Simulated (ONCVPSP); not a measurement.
# Os (Z = 76), ONCV: configuration errors across variants

ONCVPSP 4.0.1 input, shortened (lines: element, Z, core and valence counts, functional; n l f; lmax; l rc ep ncon nbas qcut; lloc lpopt rc5 dvloc0; l nproj debl; icmod fcfact rcfact), PBEsol, scalar-relativistic:

```
  Os 76.00   10    4  -116133      upf
    1    0    2.00
    2    0    2.00
    2    1    6.00
    3    0    2.00
    3    1    6.00
    3    2   10.00
    4    0    2.00
    4    1    6.00
    4    2   10.00
    4    3   14.00
    5    0    2.00
    5    1    6.00
    5    2    7.00
    6    0    1.00
    2
    0    1.65    0.00    4    7    8.90
    1    1.60    0.00    4    8   10.50
    2    2.35    0.00    4    8    6.00
    4    5    1.20   -1.00
    0    2    2.60
    1    2    3.00
    2    2    3.00
    4    0.45    0.00
```

All-electron excitation energies from the reference (eV): (1) 5s2 5p6 5d6 6s2 -0.327; (2) 5s2 5p6 5d6 6s1 9.297; (3) 5s2 5p6 5d6 6s0 26.237; (4) 5s1 5p6 5d6 6s2 97.961.

3 further variants failed, have other tests or another functional or relativity, and are left out.

Errors AE − PS in meV (a dash: test not solved or not reliable):

```tsv
change	(1)	(2)	(3)	(4)	bound ghosts	GHOST(+) flags above zero
base	+7.1	+2.4	-4.8	-346	none	s
d: debl 0.3	+7.1	+2.5	-4.3	-346	none	s
s: rc 2.26	+5.0	+2.3	-6.3	-756	none	s
core correction polynomial model core, fcfact 0.4	+6.5	+1.8	-6.6	-351	none	s
all radii but the core radius scaled by about 0.85 (s 1.40, p 1.36, d 2.00 bohr); local potential polynomial inside 1.02 bohr (lpopt 5, dvloc0 -1 Ha)	+2.9	+0.3	-4.8	-230	none	s, p, d
s: qcut 7.5; p: qcut 8.9; d: qcut 5.1	+14	+5.5	-5.1	-438	none	s, d
local potential polynomial inside 1.35 bohr (lpopt 4, dvloc0 0 Ha)	+7.1	+2.3	-5.0	-348	none	s
```

(1) Give the same row for: p: qcut 8.2.

Results:

(1) +7.3, +2.4, -4.8, -332; bound ghosts: none; GHOST(+) flags above zero: s.
